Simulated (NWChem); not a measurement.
# Correlation energy of CF (+1)

```
C
F 1 1.1535
```
Charge +1, spin multiplicity 1.

The numbers come from NWChem runs, not from measurements. The geometry was optimised at PBE0/def2-SVP, a minimum by its harmonic frequencies.

Basis set: def2-SVP. Each correlation energy counts from its own Hartree-Fock reference.

The correlated methods keep 2 core orbitals frozen. The structure started from a generated list of species. No row is a measurement; the coupled-cluster row has its own basis-set and correlation limits.

```tsv
method	correlation energy (mHa)
CR-CCSD[T]	-298.2
CCSD+T(CCSD)	-300.2
CCSDT	-298.6
MP2	?
CCSD	-288.9
CCSD(T)	-298.0
CR-CCSD(T)	?
SCS-MP2	-266.6
```

Q: Fill in the missing entries.

A: 
- MP2, correlation energy (mHa): -273.3
- CR-CCSD(T), correlation energy (mHa): -296.5
